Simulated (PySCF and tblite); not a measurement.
C7H8FN, numbered as in [N:1]#[C:2][C@H:3]1[C@H:4]2[CH2:5][C@H:6]([F:7])[C@@H:8]1[CH2:9]2.

Search: ETKDG and KDG, MMFF94s, GFN2-xTB, 45 starts; geometries at GFN2-xTB. Energies: PBE0-D3(BJ)/def2-SVP (IEF-PCM, acetonitrile), with GFN2-xTB thermal terms (modes under about 100 cm⁻¹ blended into free rotors). Symmetry numbers and mirror images are counted. Conformers within 2.5 kcal/mol (GFN2-xTB free energy) were kept, 2 at most. Couplings: B3LYP/6-31G* with pcJ-1 on H, F (gas phase; spin-dipole term only for pairs with B, N, F, Si or P). Couplings are for ¹⁹F, ¹H. H–H couplings come out 0.1 to 0.9 Hz lower than with pcJ-1 on all atoms. Of two unlike H on one atom, a is the less shielded (WP04/pcSseg-1 (IEF-PCM, acetonitrile)). (PySCF 2.14, tblite 0.8.)

The 4-ring runs over atoms 3–4–9–8. The 5-ring runs over atoms 3–4–5–6–8.

| conformer | shape | weight % |
| --- | --- | --- |
| 1 | 4-ring puckered (ring torsions -34, 35, -34, 34°); 5-ring envelope (ring torsions 44, 0, -45, 67, -67°) | 100.0 |

Give the couplings in each conformer and the averages at 298.15 K (pairs that fast motion interchanges averaged).


```json
{"coupling": "³J(H5a,F7)", "pairs": "1", "1": "13.6", "average (Hz)": "13.6"}
{"coupling": "³J(H5b,F7)", "pairs": "1", "1": "30.3", "average (Hz)": "30.3"}
{"coupling": "²J(H6,F7)", "pairs": "1", "1": "63.9", "average (Hz)": "63.9"}
{"coupling": "³J(F7,H8)", "pairs": "1", "1": "1.7", "average (Hz)": "1.7"}
{"coupling": "³J(H3,H4)", "pairs": "1", "1": "3.5", "average (Hz)": "3.5"}
{"coupling": "³J(H3,H8)", "pairs": "1", "1": "3.4", "average (Hz)": "3.4"}
{"coupling": "³J(H4,H5a)", "pairs": "1", "1": "1.7", "average (Hz)": "1.7"}
{"coupling": "³J(H4,H5b)", "pairs": "1", "1": "1.4", "average (Hz)": "1.4"}
{"coupling": "³J(H4,H9a)", "pairs": "1", "1": "3.3", "average (Hz)": "3.3"}
{"coupling": "³J(H4,H9b)", "pairs": "1", "1": "-0.5", "average (Hz)": "-0.5"}
{"coupling": "²J(H5a,H5b)", "pairs": "1", "1": "-13.6", "average (Hz)": "-13.6"}
{"coupling": "³J(H5a,H6)", "pairs": "1", "1": "8.1", "average (Hz)": "8.1"}
{"coupling": "³J(H5b,H6)", "pairs": "1", "1": "1.0", "average (Hz)": "1.0"}
{"coupling": "³J(H6,H8)", "pairs": "1", "1": "2.0", "average (Hz)": "2.0"}
{"coupling": "³J(H8,H9a)", "pairs": "1", "1": "2.9", "average (Hz)": "2.9"}
{"coupling": "³J(H8,H9b)", "pairs": "1", "1": "-0.4", "average (Hz)": "-0.4"}
{"coupling": "²J(H9a,H9b)", "pairs": "1", "1": "-8.9", "average (Hz)": "-8.9"}
```

Only couplings over up to 3 bonds are listed; longer-range ones, if any, are left out.

Computed couplings to fluorine can be off by tens of per cent at such levels.
